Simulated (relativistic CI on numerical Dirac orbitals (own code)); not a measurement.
## Line list: Electric-dipole lines, Pd¹⁷⁺

Computed by Dirac-Coulomb-Breit CI, separate exchange-only KLI orbitals for each configuration, a model potential for QED, unscaled Slater integrals (own radial code, finite nucleus).

Configuration list (outside the closed core [Ar]): 3d¹⁰4s, 3d¹⁰4p, 3d¹⁰4d, 3d¹⁰4f, 3d¹⁰5s, 3d¹⁰5p, 3d¹⁰5d, 3d¹⁰5f, 3d¹⁰5g, 3d¹⁰6s, 3d⁹4p², 3d¹⁰6p, 3d⁹4s², 3d⁸4s4p², 3d¹⁰6d, 3d¹⁰6f. Levels of other configurations are missing.

```tsv
λ vac (Å)	Lower	Upper	A (s⁻¹)	log gf	S velocity/length
34.703	3d¹⁰4p ²P°3/2 [3]	3d⁹4p² ²D5/2 [47]	6.72e+11	-0.14	0.85
74.610	3d¹⁰4d ²D5/2 [5]	3d¹⁰5f ²F°7/2 [14]	1.37e+11	-0.04	1.02
110.90	3d¹⁰4f ²F°5/2 [6]	3d¹⁰5g ²G7/2 [15]	4.86e+11	0.86	1.00
110.94	3d¹⁰4f ²F°7/2 [7]	3d¹⁰5g ²G9/2 [16]	5.04e+11	0.97	1.00
184.25	3d¹⁰4p ²P°1/2 [2]	3d¹⁰4d ²D3/2 [4]	7.87e+10	0.20	0.98
195.77	3d¹⁰4d ²D3/2 [4]	3d¹⁰4f ²F°5/2 [6]	7.99e+10	0.44	1.01
199.51	3d¹⁰4d ²D5/2 [5]	3d¹⁰4f ²F°7/2 [7]	8.12e+10	0.59	1.01
201.44	3d¹⁰4p ²P°3/2 [3]	3d¹⁰4d ²D5/2 [5]	7.41e+10	0.43	0.98
226.33	3d¹⁰5d ²D5/2 [12]	3d¹⁰6p ²P°3/2 [19]	4.66e+10	0.16	0.99
281.67	3d¹⁰4s ²S1/2 [1]	3d¹⁰4p ²P°3/2 [3]	2.09e+10	0.00	0.98
291.68	3d¹⁰5f ²F°7/2 [14]	3d¹⁰6d ²D5/2 [22]	2.05e+10	0.19	0.99
412.76	3d¹⁰5p ²P°1/2 [9]	3d¹⁰5d ²D3/2 [11]	2.13e+10	0.34	1.01
449.57	3d¹⁰5p ²P°3/2 [10]	3d¹⁰5d ²D5/2 [12]	2.03e+10	0.57	1.00
449.65	3d¹⁰5d ²D3/2 [11]	3d¹⁰5f ²F°5/2 [13]	2.20e+10	0.60	1.00
458.22	3d¹⁰5d ²D5/2 [12]	3d¹⁰5f ²F°7/2 [14]	2.23e+10	0.75	1.00
631.68	3d¹⁰5s ²S1/2 [8]	3d¹⁰5p ²P°3/2 [10]	5.61e+09	0.13	1.00
771.46	3d¹⁰6p ²P°1/2 [18]	3d¹⁰6d ²D3/2 [21]	7.65e+09	0.44	1.00
838.64	3d¹⁰6p ²P°3/2 [19]	3d¹⁰6d ²D5/2 [22]	7.34e+09	0.67	1.00
840.91	3d¹⁰6d ²D3/2 [21]	3d¹⁰6f ²F°5/2 [24]	8.05e+09	0.71	1.00
856.85	3d¹⁰6d ²D5/2 [22]	3d¹⁰6f ²F°7/2 [25]	8.20e+09	0.86	1.00
```

Terms are leading LS components. Brackets give the number of a level in order of energy, since labels repeat. The list gives strong lines, with weight on those to low levels, among the lowest 53 of 264 levels, so that lines to higher ones, which can be the strongest, are missing. Levels whose partners in the same complex of configurations lie outside the list can be far off, and so can their lines. Rates are taken at the computed energies, electric ones in the length gauge. A velocity-to-length ratio far from 1 marks an uncertain rate.

At this charge energies of transitions that change n are usually good to better than 1 %, and those within a shell (Δn = 0) to a few per cent.

(1) From the table, what is the radiative lifetime of 3d¹⁰5f ²F°7/2?

## Answers

(1) The listed rates from this level add up to about 1.59e+11 s⁻¹, 100 % of its decay; with all channels τ = 6.29e-12 s.

LS names give the leading component of a level, which can be under half, so a name can repeat, a term be missing and a line seem to break the LS rules.
